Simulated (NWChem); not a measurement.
GeSiH₅OCl; SMILES [Si@@H](Cl)([GeH3])O

```xyz
9

O     -1.9215     1.0893    -0.3479
Si    -0.5187     0.7073     0.4499
Cl     1.0277     1.9764    -0.1262
Ge     0.2118    -1.5043    -0.0449
H     -1.9361     0.9605    -1.3014
H     -0.8006     0.9525     1.8860
H     -0.8332    -2.5429     0.4030
H      1.5499    -1.8096     0.6481
H      0.4040    -1.6385    -1.5677
```
Atoms are numbered in this order, from 1.

Program: NWChem. Pople sets run with spherical d functions. Medium grid unless said otherwise, to which SCAN and Minnesota functionals are sensitive. Geometry: optimised at PBE0/def2-SVP. B3LYP is NWChem's, with the RPA form of VWN correlation. Total energies of different functionals are on different scales.

```csv
level,energy (Ha),highest occupied level (eV),orbital gap (eV),dipole (D)
B3LYP/6-31G*,-2904.7615,-7.72,7.48,1.75
PBE/6-31G*,-2903.9366,-6.71,5.83,1.71
BP86/6-31G*,-2905.0192,-6.82,5.92,1.72
r2SCAN0/6-31G*,-2904.5405,-8.18,8.31,1.87
MN15-L/6-31G*,-2904.5020,-7.31,6.64,1.85
BHandHLYP/6-31G*,-2904.6217,-9.07,9.89,1.87
B97-2/6-31G*,-2905.2449,-7.75,7.68,1.81
RPBE/6-31G*,-2904.4985,-6.69,5.86,1.69
```
